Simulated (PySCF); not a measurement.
Job file and geometry (Å, from GFN2-xTB) of an NMR shielding run on `[CH3][AlH2-][S@+](C)/C=C\F`, C$_{4}$H$_{10}$AlFS, PySCF 2.14.0, density-fitted response routines, GIAO PBE0/pcSseg-1 NMR shielding, non-relativistic, gas phase; density fitting, a coarse starting grid and PySCF grid level 2 are the driver's defaults:

```
$ OMP_NUM_THREADS=1 python probes_run.py task.json out

{"job": {"kind": "nmr", "xc": "PBE0", "basis": "pcSseg-1"}, "charge": 0, "multiplicity": 1}
C      2.762159     0.050434     0.173703
Al     1.086384    -1.025505     0.288212
S     -0.289757     0.140806    -1.459482
C     -0.447653     1.653519    -0.477017
C     -1.616264    -0.884245    -0.942129
C     -2.653996    -0.632115    -0.160856
F     -2.913142     0.550380     0.415729
H      2.835092     0.834475    -0.590950
H      3.601197    -0.630767    -0.021735
H      2.999865     0.534771     1.130112
H      0.903465    -2.414592    -0.410178
H      0.041006    -0.769138     1.432659
H     -0.335118     1.415542     0.580176
H     -1.406106     2.121300    -0.672272
H      0.356601     2.306884    -0.801611
H     -1.525015    -1.870812    -1.368506
H     -3.405716    -1.368906     0.082577
```

**Question.** What does the program print?

**Answer.** 
```
coarse grid: 14880 points
cycle   1  E = -898.1441321348  dE =  5.185e-01  |g| = 5.544e-01  |ddm| = 3.619e+00
cycle   2  E = -898.1147043493  dE =  2.943e-02  |g| = 6.881e-01  |ddm| = 9.579e-01
cycle   3  E = -898.2123113149  dE = -9.761e-02  |g| = 7.180e-02  |ddm| = 5.638e-01
cycle   4  E = -898.2131046631  dE = -7.933e-04  |g| = 3.169e-02  |ddm| = 7.189e-02
cycle   5  E = -898.2133200449  dE = -2.154e-04  |g| = 5.580e-03  |ddm| = 3.070e-02
cycle   6  E = -898.2133272667  dE = -7.222e-06  |g| = 1.020e-03  |ddm| = 6.779e-03
final grid: 133792 points
cycle   7  E = -898.2630512864  dE = -3.019e-05  |g| = 9.191e-03  |ddm| = 2.684e-02
cycle   8  E = -898.2630384861  dE =  1.280e-05  |g| = 1.195e-02  |ddm| = 1.651e-02
cycle   9  E = -898.2630714270  dE = -3.294e-05  |g| = 8.267e-04  |ddm| = 9.568e-03
cycle  10  E = -898.2630715228  dE = -9.583e-08  |g| = 2.435e-04  |ddm| = 6.974e-04
cycle  11  E = -898.2630715320  dE = -9.182e-09  |g| = 6.070e-05  |ddm| = 2.345e-04
cycle  12  E = -898.2630715328  dE = -8.336e-10  |g| = 2.567e-05  |ddm| = 8.989e-05
converged SCF energy = -898.2630715328

GIAO shielding tensors (ppm)
atom      isotropic    diamagn.    paramagn.     s11        s22        s33       span
  0 C      198.975     250.205     -51.230    188.305    199.061    209.558     21.253
  1 Al     378.668     796.378    -417.710    346.434    383.742    405.829     59.395
  2 S      539.565    1059.671    -520.106    442.919    476.819    698.957    256.038
  3 C      161.009     254.357     -93.349    144.257    156.740    182.030     37.774
  4 C       79.278     264.499    -185.222    -12.292    103.122    147.003    159.296
  5 C       26.030     243.676    -217.646    -66.599     67.434     77.256    143.855
  6 F      303.952     475.770    -171.819    198.979    265.868    447.008    248.029
  7 H       32.285      31.496       0.789     27.332     31.227     38.295     10.964
  8 H       31.817      28.641       3.176     27.231     28.383     39.835     12.603
  9 H       31.905      30.070       1.835     27.475     28.918     39.322     11.847
 10 H       27.352      31.114      -3.761     23.788     26.467     31.803      8.015
 11 H       27.410      31.656      -4.245     23.859     28.012     30.359      6.500
 12 H       28.359      32.742      -4.384     24.903     27.195     32.978      8.076
 13 H       28.357      30.519      -2.162     23.222     26.515     35.334     12.112
 14 H       29.476      31.460      -1.984     24.926     26.932     36.568     11.642
 15 H       26.559      31.779      -5.220     23.868     25.219     30.589      6.721
 16 H       24.572      27.168      -2.595     21.494     24.563     27.659      6.165
```

Size and cost of the density-fitted run: 183 basis functions, 26 s wall time on 1 thread of an Arm Neoverse V1, shared host; peak memory 0.83 GiB.
